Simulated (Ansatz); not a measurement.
AlBF$_{2}$H$_{2}$O, SMILES `O[B](F)[AlH][F]` at its PBE0-D4/def2-TZVP geometry, where that method's forces vanish. The species carries charge 0 and has multiplicity 1.

```tsv
atom	x (Å)	y (Å)	z (Å)
O1	-1.351	-0.975	0.785
B2	-0.243	-0.954	0.012
F3	0.148	-2.135	-0.459
Al4	0.825	0.861	-0.435
F5	0.108	2.174	0.285
H6	-1.608	-0.109	1.109
H7	2.121	1.138	-1.296
```

Question: For each bond, give half the difference of the two atoms' forces along it (eV/Å; positive pushes the atoms apart) under PBE-D4, r2SCAN-D4, B3LYP-D4, ωB97M-V in def2-TZVPP. (Estimate.)

Answer: The calculation gave: 
| bond | length (Å) | PBE-D4 | r2SCAN-D4 | B3LYP-D4 | ωB97M-V |
| --- | --- | --- | --- | --- | --- |
| O1–B2 | 1.351 | 0.33 | 0.22 | 0.11 | 0.16 |
| O1–H6 | 0.960 | 0.34 | -0.01 | -0.03 | -0.09 |
| B2–F3 | 1.331 | 0.45 | 0.16 | 0.17 | 0.24 |
| B2–Al4 | 2.153 | -0.37 | -0.15 | -0.10 | -0.20 |
| Al4–F5 | 1.660 | 0.46 | 0.04 | 0.16 | 0.16 |
| Al4–H7 | 1.580 | 0.01 | -0.02 | -0.12 | -0.16 |

B3LYP here is the variant with VWN-RPA as its local correlation; programs differ in this.

Results of the Gaussian-basis code of Ansatz.
